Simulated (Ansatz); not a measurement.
Reactions of F3H3OSiSn (`[F][Sn]([F])([F])[O][SiH3]`).

Gas-phase electronic energies from Ansatz, PBE0-D4/def2-TZVP geometries. CCSD(T)/CBS is the MP2 limit (def2-TZVPP, def2-QZVPP) plus CCSD(T) − MP2 in def2-TZVPP, frozen cores. This one scheme is used for every species. def2 core potentials past Kr. For Br, Cd, Mg, Sn outer-core shells are correlated without core-valence functions, which leaves a few kJ/mol of doubt a bond. Scalar relativity is left out up to krypton. One conformer a species, not always the lowest.

Question: Order these by ΔE at CCSD(T)/CBS, lowest first. (Best estimate.)
A. `[F][Sn]([F])([F])[O][SiH3]` + `N=C(O)[SiH3]` → `N=C([SiH3])O[SiH3]` + `[OH][Sn]([F])([F])[F]`
B. `[F][Sn]([F])([F])[O][SiH3]` + H₂S → `[F][Sn]([F])([F])[SH]` + silanol
C. `[F][Sn]([F])([F])[O][SiH3]` + `SBS` → `[F][SnH]([F])[F]` + `[SiH3]OB(S)S`
D. `[F][Sn]([F])([F])[O][SiH3]` + `[Cl][Mg][Br]` → `[F][Sn]([F])([F])[Br]` + `[SiH3][O][Mg][Cl]`
E. `[F][Sn]([F])([F])[O][SiH3]` + `C[S][Cd][F]` → `C[S][Sn]([F])([F])[F]` + `[F][Cd][O][SiH3]`
F. `[F][Sn]([F])([F])[O][SiH3]` + `O[SiH2][SiH2]S` → `[F][SnH]([F])[O][SiH3]` + `O[SiH](F)[SiH2]S`
G. `[F][Sn]([F])([F])[O][SiH3]` + HBr → `[F][Sn]([F])([F])[Br]` + silanol
H. `[F][Sn]([F])([F])[O][SiH3]` + `BC(C)B[SiH3]` → `BC([SiH3])B[SiH3]` + `C[O][Sn]([F])([F])[F]`

Answer: F (-122.8 kJ/mol), C (-81.4 kJ/mol), G (-60.2 kJ/mol), B (-31.8 kJ/mol), D (-11.8 kJ/mol), A (+15.8 kJ/mol), E (+24.8 kJ/mol), H (+117.4 kJ/mol).

Largest T1 diagnostic: 0.016, for `[F][Cd][O][SiH3]`.
